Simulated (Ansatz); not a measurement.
Ge(iPr)2H2 (C₆H₁₆Ge). The state is a singlet with charge 0. Geometry r2SCAN-D4/def2-SVP; atoms count from 1.

```
atom   x (Å)   y (Å)   z (Å)
  C1   1.356   0.914   0.158
  C2   2.014   0.256  -1.057
  C3   2.388   1.329   1.208
  C4  -1.351  -0.844  -0.396
  C5  -1.980   0.366  -1.092
  C6  -2.410  -1.749   0.236
 Ge7  -0.017  -0.271   0.944
  H8   0.813   1.818  -0.179
  H9   1.283   0.006  -1.844
 H10   2.531  -0.679  -0.775
 H11   2.771   0.922  -1.508
 H12   3.134   2.021   0.779
 H13   1.923   1.834   2.070
 H14   2.940   0.454   1.594
 H15  -0.788  -1.431  -1.146
 H16  -1.229   0.993  -1.599
 H17  -2.516   1.008  -0.371
 H18  -2.714   0.048  -1.854
 H19  -3.135  -2.100  -0.520
 H20  -1.965  -2.640   0.709
 H21  -2.982  -1.213   1.013
 H22  -0.748   0.470   2.088
 H23   0.683  -1.513   1.543
```

Another isomer (singlet) lies 0.65 eV lower at PBE0-D4/def2-TZVP; other spin states weren't run for this one.

Question: Estimate the Mulliken populations from the PBE0/def2-TZVP orbitals of Ansatz.

Answer: 
| atom | charge (e) |
| --- | --- |
| C1 | -0.16 |
| C2 | -0.38 |
| C3 | -0.37 |
| C4 | -0.16 |
| C5 | -0.38 |
| C6 | -0.37 |
| Ge7 | 0.15 |
| H8 | 0.10 |
| H9 | 0.13 |
| H10 | 0.12 |
| H11 | 0.12 |
| H12 | 0.12 |
| H13 | 0.13 |
| H14 | 0.12 |
| H15 | 0.10 |
| H16 | 0.13 |
| H17 | 0.12 |
| H18 | 0.12 |
| H19 | 0.12 |
| H20 | 0.13 |
| H21 | 0.12 |
| H22 | -0.02 |
| H23 | -0.02 |
Mulliken values and Mayer orders depend strongly on the basis.

Question: And the Mayer bond orders between bonded heavy atoms (over 0.3)?

Answer: C1–C2 0.98 (1.53 Å); C1–C3 0.99 (1.53 Å); C1–Ge7 0.94 (1.98 Å); C4–C5 0.98 (1.53 Å); C4–C6 0.99 (1.53 Å); C4–Ge7 0.94 (1.98 Å).
